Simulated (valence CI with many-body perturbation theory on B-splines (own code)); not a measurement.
Energy levels of Mn¹¹⁺

Computed by relativistic CI+MBPT: four valence electrons over a frozen Dirac-Fock core [Ne], a basis of 11 s, 11 p, 10 d, 8 f, 5 g, 2 h functions for each j, with the one-electron correlation potential Σ1 (screened to all orders), the two-electron term Σ2, the three-electron term Σ3, Breit, model QED; selected single and double excitations, second order for the rest, scaled by the run's own slope (own B-spline code, finite nucleus).

No measured spectrum was set against this ion. As an estimate, levels of excited configurations hold to 0.05 to 0.15 % of their energy, terms of the ground configuration to about 0.5 %. Among the levels kept, up to 560 cm⁻¹ of a level comes from second order outside the variational space, and about a tenth of that is noise between levels of different J, which matters for small intervals.

Levels 91 to 135 of 171, with energies above the lowest level, 3s²3p² ³P_0. "Leading %" is the weight of the configuration and term that name the level; weights of strongly mixed levels are sums over their largest components and can fall short. In the jj column 3d3/2^4 stands for four electrons in 3d with j = 3/2. Lifetimes count E1, E2, E3, M1 and M2 decay at the calculated energies, and are blank where another channel may lead or the interval is too uncertain; long ones can be off by a factor of two.

```
No.  Configuration  Term  J  E (eV)  Leading %      g  Lifetime                   Leading jj
 91        3s3p²3d    ¹D  2  110.32         74  0.947   10.3 ps      3s 3p3/2^2 3d5/2 (28 %)
 92         3s²3d²    ¹G  4  113.31         81  0.999   20.6 ps      3s^2 3d3/2 3d5/2 (64 %)
 93         3s²3d²    ³P  0  113.42         78          10.2 ps          3s^2 3d3/2^2 (48 %)
 94         3s²3d²    ³P  1  113.48         77  1.500   10.3 ps      3s^2 3d3/2 3d5/2 (77 %)
 95         3s²3d²    ³P  2  113.58         75  1.488   10.4 ps      3s^2 3d3/2 3d5/2 (46 %)
 96          3p³3d   ¹S°  0  113.81         73           589 ps   3p1/2 3p3/2^2 3d5/2 (42 %)
 97         3s²3d²    ¹D  2  114.25         64  1.011   10.3 ps          3s^2 3d5/2^2 (42 %)
 98          3p³3d   ³F°  2  114.51         67  0.727    148 ps   3p1/2^2 3p3/2 3d3/2 (37 %)
 99          3p³3d   ³F°  3  114.82         60  1.143    115 ps   3p1/2^2 3p3/2 3d5/2 (22 %)
100          3p³3d   ³F°  4  115.34         64  1.284    104 ps   3p1/2 3p3/2^2 3d5/2 (61 %)
101          3p³3d   ³D°  2  115.50         67  1.127   85.5 ps   3p1/2 3p3/2^2 3d3/2 (56 %)
102          3p³3d   ³D°  3  115.58         61  1.297   83.1 ps   3p1/2 3p3/2^2 3d3/2 (39 %)
103          3p³3d   ³D°  1  115.61         77  0.528   84.4 ps   3p1/2 3p3/2^2 3d3/2 (46 %)
104          3p³3d   ⁵D°  0  115.87         98          31.7 ps   3p1/2 3p3/2^2 3d3/2 (56 %)
105          3p³3d   ⁵D°  1  115.90         95  1.470   32.4 ps   3p1/2 3p3/2^2 3d3/2 (36 %)
106          3p³3d   ⁵D°  2  115.99         93  1.478   33.1 ps   3p1/2 3p3/2^2 3d3/2 (37 %)
107          3p³3d   ⁵D°  3  116.17         86  1.471   35.0 ps   3p1/2 3p3/2^2 3d5/2 (59 %)
108          3p³3d   ⁵D°  4  116.26         83  1.459   36.8 ps   3p1/2 3p3/2^2 3d5/2 (47 %)
109          3p³3d   ³G°  3  118.05         74  0.756    148 ps   3p1/2 3p3/2^2 3d3/2 (31 %)
110          3p³3d   ³G°  4  118.24         74  1.055    148 ps   3p1/2 3p3/2^2 3d3/2 (33 %)
111          3p³3d   ³G°  5  118.48         76  1.200    149 ps   3p1/2 3p3/2^2 3d5/2 (76 %)
112          3p³3d   ¹D°  2  120.82         68  1.003   93.9 ps   3p1/2 3p3/2^2 3d5/2 (24 %)
113          3p³3d   ¹G°  4  121.54         87  1.009   81.0 ps   3p1/2 3p3/2^2 3d3/2 (39 %)
114         3s²3d²    ¹S  0  121.77         77          9.43 ps          3s^2 3d5/2^2 (48 %)
115        3s3p3d²   ⁵G°  2  123.37         99  0.335   97.4 ps      3s 3p1/2 3d3/2^2 (53 %)
116        3s3p3d²   ⁵G°  3  123.65         99  0.918   97.3 ps  3s 3p1/2 3d3/2 3d5/2 (46 %)
117          3p³3d   ¹P°  1  123.68         45  0.850   27.5 ps   3p1/2^2 3p3/2 3d3/2 (40 %)
118        3s3p3d²   ⁵G°  4  124.02         99  1.151   97.2 ps  3s 3p1/2 3d3/2 3d5/2 (41 %)
119          3p³3d   ³P°  1  124.22         35  1.304   45.0 ps   3p1/2^2 3p3/2 3d5/2 (41 %)
120          3p³3d   ³P°  0  124.30         75          59.6 ps   3p1/2^2 3p3/2 3d3/2 (38 %)
121        3s3p3d²   ⁵G°  5  124.51         99  1.267   97.4 ps  3s 3p3/2 3d3/2 3d5/2 (55 %)
122          3p³3d   ³D°  2  124.70         49  1.259   34.1 ps   3p1/2 3p3/2^2 3d5/2 (42 %)
123          3p³3d   ¹P°  1  124.80         26  1.342   25.8 ps   3p1/2 3p3/2^2 3d5/2 (55 %)
124        3s3p3d²   ⁵G°  6  125.13        100  1.333   98.6 ps      3s 3p3/2 3d5/2^2 (79 %)
125          3p³3d   ³P°  1  125.15         43  1.501   24.9 ps   3p1/2 3p3/2^2 3d3/2 (55 %)
126          3p³3d   ³P°  2  125.35         57  1.412   18.7 ps   3p1/2 3p3/2^2 3d5/2 (42 %)
127          3p³3d   ³D°  3  125.55         52  1.280   57.0 ps   3p1/2 3p3/2^2 3d5/2 (42 %)
128          3p³3d   ³F°  3  125.60         62  1.130   56.9 ps   3p1/2^2 3p3/2 3d3/2 (24 %)
129          3p³3d   ³F°  2  125.64         78  0.670   56.8 ps   3p1/2 3p3/2^2 3d3/2 (56 %)
130          3p³3d   ³F°  4  125.77         77  1.241   56.9 ps         3p3/2^3 3d5/2 (52 %)
131          3p³3d   ³P°  2  125.95         75  1.485   77.4 ps         3p3/2^3 3d5/2 (35 %)
132          3p³3d   ³P°  1  126.56         66  1.503   18.8 ps         3p3/2^3 3d5/2 (29 %)
133          3p³3d   ³P°  0  126.65         78          16.1 ps         3p3/2^3 3d3/2 (57 %)
134        3s3p3d²   ⁵D°  0  129.13        100          38.2 ps      3s 3p1/2 3d3/2^2 (29 %)
135        3s3p3d²   ⁵D°  1  129.18         94  1.454   37.4 ps  3s 3p1/2 3d3/2 3d5/2 (48 %)
```

Names give the largest LS component (configuration and term), which can be under half, so a name can repeat, a term be missing and a line seem to break the LS rules; names also repeat where a configuration has a term twice.

Where two levels of one J and parity lie close, their mixing, g and order are uncertain.
